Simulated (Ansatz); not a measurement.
## BSiN2H5 (SMILES N[SiH]1BN1): the vertical ionisation energy from total energies

BSiN2H5: 9 atoms, total charge 0, spin state singlet. SMILES: `N[SiH]1BN1`. Geometry: relaxed at PBE0-D4/def2-TZVP. This is one conformer, not always the lowest.

Both states at this one shape; open shells run unrestricted unless said. 1 Eh = 27.2114 eV.

```tsv
level	program	singlet BSiN2H5 (Eh)	doublet [BSiN2H5]+ (Eh)
BLYP/cc-pVDZ	Ansatz	-426.810177	-426.507986
RPA@PBE/cc-pVDZ, 8 core orbitals frozen	Ansatz	-426.261422	-425.949053
CCSD/cc-pVDZ, 8 core orbitals frozen	Ansatz	-426.005598	-425.690093
```

Question: Work out the vertical ionisation energy at each level.

Answer: 
1. BLYP/cc-pVDZ: -426.507986 − (-426.810177) = 0.302191 Eh = 8.22 eV.
2. RPA@PBE/cc-pVDZ: -425.949053 − (-426.261422) = 0.312369 Eh = 8.50 eV.
3. CCSD/cc-pVDZ: -425.690093 − (-426.005598) = 0.315505 Eh = 8.59 eV.

No measured value is set beside it here; the levels span 8.22 to 8.59 eV.
